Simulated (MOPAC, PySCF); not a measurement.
H2F2O2Si, SMILES `O[Si](O)(F)F` (H–O–Si–F torsion 43°, F–Si–O–H torsion 85°), neutral singlet in the gas phase. 

Cartesian coordinates (Å):
```xyz
7

O      1.2029     0.2421    -0.5837
Si    -0.1223    -0.2606     0.2020
O     -1.4420     0.3422    -0.5030
F     -0.0202     0.1491     1.7330
F     -0.2670    -1.8341     0.1935
H      2.0693     0.1269    -0.1859
H     -1.4208     1.2345    -0.8558
```
Charge 0, spin multiplicity 1.

All levels are single points at this geometry (B3LYP-D3(BJ)/def2-TZVP); Pople sets use spherical d functions. Orbital energies aren't observables, and empty levels follow the basis.

PBE/6-31G* in PySCF gives dipole (D) = 2.46.

### Question
Estimate the dipole (D) from each of these levels: TPSSh-D3(BJ)/def2-TZVP in PySCF; B3LYP/3-21G in PySCF; B3LYP/6-311+G** in PySCF; B3LYP/LANL2DZ in PySCF; BP86/6-31G* in PySCF; M06-2X/6-31G* in PySCF; SVWN5/6-31G* in PySCF; HF/3-21G in PySCF; HF/6-31G* in PySCF; PM3 in MOPAC; PM6 in MOPAC; PM7 in MOPAC.

### Answer

```tsv
level	dipole (D)
TPSSh-D3(BJ)/def2-TZVP in PySCF	2.41
B3LYP/3-21G in PySCF	2.91
B3LYP/6-311+G** in PySCF	2.60
B3LYP/LANL2DZ in PySCF	3.21
BP86/6-31G* in PySCF	2.47
M06-2X/6-31G* in PySCF	2.59
SVWN5/6-31G* in PySCF	2.55
HF/3-21G in PySCF	3.17
HF/6-31G* in PySCF	2.72
PM3 in MOPAC	1.83
PM6 in MOPAC	2.84
PM7 in MOPAC	2.44
```
